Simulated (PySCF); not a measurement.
**Ionisation energy of Ni²⁺ by level of theory**

Ni²⁺ [Ar] 3d8 (3F) → Ni³⁺ [Ar] 3d7 (4F), as a difference of total energies. Computed with PySCF 2.14 in aug-cc-pVDZ (7s6p4d2f, 59 functions), with the non-relativistic Hamiltonian (point nucleus). Correlated levels: valence: [Ar] frozen. The calculations carry no spin-orbit coupling.

```json
{"method": "UHF", "ionisation energy (eV)": "33.139", "plus first-order spin-orbit estimate": "33.124", "difference from reference of that sum (eV)": "-2.063"}
{"method": "LDA", "ionisation energy (eV)": "36.530", "plus first-order spin-orbit estimate": "36.515", "difference from reference of that sum (eV)": "+1.328"}
{"method": "PBE", "ionisation energy (eV)": "36.114", "plus first-order spin-orbit estimate": "36.099", "difference from reference of that sum (eV)": "+0.912"}
{"method": "PBE0", "ionisation energy (eV)": "35.692", "plus first-order spin-orbit estimate": "35.677", "difference from reference of that sum (eV)": "+0.490"}
{"method": "r2SCAN", "ionisation energy (eV)": "35.847", "plus first-order spin-orbit estimate": "35.832", "difference from reference of that sum (eV)": "+0.645"}
{"method": "M06", "ionisation energy (eV)": "36.207", "plus first-order spin-orbit estimate": "36.192", "difference from reference of that sum (eV)": "+1.005"}
{"method": "LC-wPBE", "ionisation energy (eV)": "36.020", "plus first-order spin-orbit estimate": "36.005", "difference from reference of that sum (eV)": "+0.818"}
{"method": "revPBE", "ionisation energy (eV)": "35.995", "plus first-order spin-orbit estimate": "35.980", "difference from reference of that sum (eV)": "+0.793"}
{"method": "B97-3", "ionisation energy (eV)": "35.693", "plus first-order spin-orbit estimate": "35.678", "difference from reference of that sum (eV)": "+0.491"}
{"method": "MP2 (valence)", "ionisation energy (eV)": "35.276", "plus first-order spin-orbit estimate": "35.261", "difference from reference of that sum (eV)": "+0.074"}
{"method": "SCS-MP2 (valence)", "ionisation energy (eV)": "35.159", "plus first-order spin-orbit estimate": "35.144", "difference from reference of that sum (eV)": "-0.043"}
```

Reference: 35.187 ± 0.019 eV (measured; NIST Atomic Spectra Database, ionization energies).

A first-order spin-orbit estimate (lowest level to lowest level, LS coupling) adds -0.015 eV.

These non-relativistic numbers lack the scalar-relativistic shift.

Errors of the correlated levels include the incompleteness of this basis and the frozen core.
